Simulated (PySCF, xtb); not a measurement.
C2H4ClNSi, SMILES C1[Si@@H](CN=1)Cl.

GFN2-xTB in xtb at its own geometry gives an orbital gap of 2.78 eV and a dipole moment of 2.07 D.

Coordinates come from a PBE0-D3(BJ)/def2-SVP optimisation. The structure was generated by enumeration; whether it is a known compound was not checked.

### Question
What does PBE/def2-TZVP (PySCF) give? (The exact figures need the calculation; the answer reports its results.)

### Answer
gap 3.51 eV (levels -5.85 and -2.34 eV), dipole 0.75 D.
